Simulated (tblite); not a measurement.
C7H10BNOS.
Atom-mapped SMILES: `[CH3:1][S:2][N:3]1[CH:4]=[CH:5][CH:6]=[CH:7][B:8]1[C:9]([CH3:10])=[O:11]` (hydrogens: H12, H13, H14 on C1; H15 on C4; H16 on C5; H17 on C6; H18 on C7; H19, H20, H21 on C10)

Computed with GFN2-xTB (tblite), gas phase: L-BFGS steps from a force-field or distance-geometry start until the largest atomic force falls under 0.01 eV/Å.

Step 51: E = -858.0524 eV
```
atom  x, y, z in Å  |  force x, y, z in eV/Å
C1     -2.2998    1.9411   -0.1466   -0.012   0.021  -0.024
S2     -1.4911    1.1499   -1.5622    0.008   0.006   0.034
N3     -0.7294   -0.2008   -0.7603   -0.030   0.031   0.002
C4     -1.3872   -1.3744   -0.9136   -0.018   0.020   0.026
C5     -0.9196   -2.5439   -0.4007   -0.001   0.011  -0.001
C6      0.2975   -2.5742    0.3066   -0.034   0.004   0.090
C7      1.0060   -1.4268    0.5178    0.004   0.003   0.001
B8      0.4933   -0.1159   -0.0330    0.026   0.014  -0.080
C9      1.2236    1.2950    0.1644   -0.014  -0.003   0.006
C10     2.6779    1.2617    0.5887   -0.023  -0.022  -0.010
O11     0.6611    2.3683    0.0355   -0.001   0.037  -0.004
H12    -1.5308    2.3486    0.5019   -0.030  -0.034   0.038
H13    -2.9013    2.7460   -0.5548   -0.016   0.009  -0.043
H14    -2.9359    1.2217    0.3617    0.042  -0.001   0.017
H15    -2.3166   -1.3278   -1.4645    0.012  -0.020  -0.025
H16    -1.4913   -3.4489   -0.5318    0.007   0.003  -0.047
H17     0.6369   -3.5278    0.6878    0.040  -0.030   0.004
H18     1.9287   -1.5044    1.0764    0.016  -0.012   0.016
H19     2.7106    0.8982    1.6145    0.052  -0.009   0.004
H20     3.1164    2.2569    0.5471   -0.026  -0.024   0.000
H21     3.2419    0.5743   -0.0355   -0.002  -0.005  -0.004
```

Step 52: E = -858.0536 eV
```
atom  x, y, z in Å  |  force x, y, z in eV/Å
C1     -2.3024    1.9439   -0.1472   -0.006   0.006  -0.028
S2     -1.4861    1.1514   -1.5598   -0.019   0.032   0.060
N3     -0.7313   -0.1988   -0.7532   -0.018   0.008  -0.028
C4     -1.3863   -1.3731   -0.9135   -0.027   0.000   0.044
C5     -0.9167   -2.5440   -0.4053    0.004  -0.002   0.026
C6      0.2968   -2.5743    0.3088   -0.011   0.000   0.063
C7      1.0023   -1.4265    0.5270    0.004   0.017  -0.001
B8      0.4911   -0.1156   -0.0257    0.023   0.030  -0.057
C9      1.2234    1.2954    0.1668   -0.022   0.012  -0.009
C10     2.6795    1.2591    0.5845   -0.032  -0.016  -0.006
O11     0.6635    2.3702    0.0342    0.010   0.000   0.007
H12    -1.5373    2.3551    0.5047   -0.042  -0.037   0.014
H13    -2.9070    2.7447   -0.5599   -0.003   0.000  -0.029
H14    -2.9363    1.2214    0.3608    0.048   0.015   0.005
H15    -2.3163   -1.3281   -1.4635    0.020  -0.007  -0.033
H16    -1.4843   -3.4512   -0.5403    0.003   0.017  -0.055
H17     0.6410   -3.5293    0.6828    0.022  -0.023   0.014
H18     1.9222   -1.5030    1.0906    0.013  -0.017   0.009
H19     2.7164    0.8911    1.6081    0.054  -0.014   0.013
H20     3.1182    2.2538    0.5451   -0.019  -0.010  -0.001
H21     3.2406    0.5747   -0.0454   -0.003  -0.011  -0.008
```

Question: Estimate the geometry and energy of step 53. (The exact step hangs on the optimiser's Hessian estimate; all steps are aligned on step 52, rigid shifts and turns removed.)

Answer: E = -858.0545 eV, largest force 0.080 eV/Å
```
atom  x, y, z in Å  |  force x, y, z in eV/Å
C1     -2.3040    1.9468   -0.1481   -0.003  -0.005  -0.018
S2     -1.4823    1.1528   -1.5572   -0.035   0.047   0.055
N3     -0.7332   -0.1974   -0.7481   -0.002  -0.013  -0.040
C4     -1.3862   -1.3723   -0.9127   -0.025  -0.016   0.048
C5     -0.9144   -2.5441   -0.4082    0.005  -0.009   0.049
C6      0.2958   -2.5746    0.3121    0.013   0.003   0.027
C7      0.9997   -1.4262    0.5338    0.001   0.020   0.000
B8      0.4898   -0.1153   -0.0217    0.013   0.028  -0.025
C9      1.2222    1.2959    0.1690   -0.017   0.022  -0.022
C10     2.6798    1.2568    0.5811   -0.029  -0.010   0.001
O11     0.6642    2.3718    0.0352    0.019  -0.030   0.017
H12    -1.5424    2.3602    0.5070   -0.044  -0.028  -0.006
H13    -2.9109    2.7440   -0.5653    0.006  -0.009  -0.013
H14    -2.9348    1.2219    0.3609    0.038   0.023  -0.005
H15    -2.3158   -1.3289   -1.4638    0.025   0.000  -0.034
H16    -1.4787   -3.4529   -0.5480    0.002   0.026  -0.056
H17     0.6446   -3.5311    0.6795    0.002  -0.006   0.021
H18     1.9179   -1.5022    1.1009    0.005  -0.016  -0.001
H19     2.7221    0.8856    1.6033    0.049  -0.015   0.012
H20     3.1184    2.2513    0.5430   -0.012   0.001  -0.002
H21     3.2390    0.5749   -0.0533   -0.010  -0.013  -0.009
```

The energy changes by -0.0010 eV. The first-order estimate −F·Δx gives -0.0013 eV and the mean of the old and new forces, exact on a quadratic surface, -0.0010 eV. The step makes an angle of 75° with the force vector and moves no atom by more than 0.011 Å.

The cost below is that of the whole relaxation. Time: 1.9 s. Hardware: one thread of an Arm Neoverse V1 (shared host).
